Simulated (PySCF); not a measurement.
# How the method changes the shape and vibrations of BClGeH3N

These are calculations, not measurements. The program is PySCF 2.14.0, an open-source quantum chemistry code, run on an isolated molecule that a program drew, which may never have been made. The molecule is BClGeH3N (charge 0, singlet), drawn as the SMILES string `B=[N][GeH2][Cl]`.

The geometry was optimised and harmonic frequencies were computed with HF and MP2, all in the cc-pV(D+d)Z basis, for the commonest isotopes, with a restricted reference for singlets and an unrestricted one otherwise, and a frozen core in MP2. Germanium has the cc-pVDZ-PP basis, with a core potential (ECP10MDF) in place of its 10 inner electrons, and its 3s, 3p and 3d shells are frozen in MP2. Each result is a local minimum of its method.

Geometry at the HF minimum:
```xyz
7
BClGeH3N, angstrom
B    -0.6850   -0.4477    2.2432
N    -1.2941   -0.0151    1.2519
Ge   -2.2023    0.5389   -0.1934
Cl   -3.2564   -1.1626   -1.0401
H    -0.1069   -0.8486    3.1804
H    -3.2647    1.5507    0.1994
H    -1.2476    1.0309   -1.2673
```

Lengths of the bonds as drawn, in Å (atoms numbered as above):
| bond | HF | MP2 |
|---|---|---|
| B1-N2 | 1.241 | 1.269 |
| N2-Ge3 | 1.795 | 1.824 |
| Ge3-Cl4 | 2.173 | 2.164 |
| B1-H5 | 1.172 | 1.180 |
| Ge3-H6 | 1.519 | 1.526 |
| Ge3-H7 | 1.519 | 1.526 |

Rotational constants, in GHz:
| constant | HF | MP2 |
|---|---|---|
| A | 7.004 | 7 |
| B | 2.322 | 2.274 |
| C | 1.784 | 1.756 |

Harmonic frequencies in cm^-1, each column in rising order, so a row needn't be the same motion in every method:
```
rank,HF,MP2
1,97,90
2,158,143
3,254,?
4,424,432
5,594,558
6,605,563
7,740,695
8,826,715
9,828,717
10,878,829
11,948,892
12,1979,1835
13,2286,2238
14,2298,2239
15,2990,2907
```

**Estimate the missing MP2 frequency from the HF column.**

A single factor s that minimises the squared misfit of MP2 against s times HF over the other rows is sum(HF x MP2) / sum(HF^2) = 0.9592, with an rms misfit of 40 cm^-1. For rank 3 it gives 0.9592 x 254 = 244 cm^-1. The calculation gives 236 cm^-1, 8 cm^-1 below the estimate. The drawn bonds are on average 0.8 % longer in MP2 than in HF.
